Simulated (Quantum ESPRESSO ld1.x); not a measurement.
F+, 8 electrons, occupied as 1s1 2s2 2p5 (not the ground configuration). All-electron calculation, scalar-relativistic Kohn-Sham, LDA (Slater exchange, Perdew-Zunger correlation), spin-polarised, spherical densities, point nucleus; open shells are filled with parallel spins first. Program: ld1.x of Quantum ESPRESSO 7.5.

Unscreened Slater integrals over Kohn-Sham orbitals (hartree). They are taken over the spin-up orbitals.

integral     value
F0(2p,2p)   1.0736
F2(2p,2p)  0.48337
F0(2p,2s)   1.0337
G1(2p,2s)  0.61317
F0(2p,1s)   1.5377
G1(2p,1s)  0.20495
F0(2s,2s)   1.0092
F0(2s,1s)   1.4356
G0(2s,1s)  0.11010
F0(1s,1s)   5.5211

Derived for the open shells (J is the average intra-shell exchange parameter used in DFT+U). 2p: J = F2/5 = 0.09667 hartree.
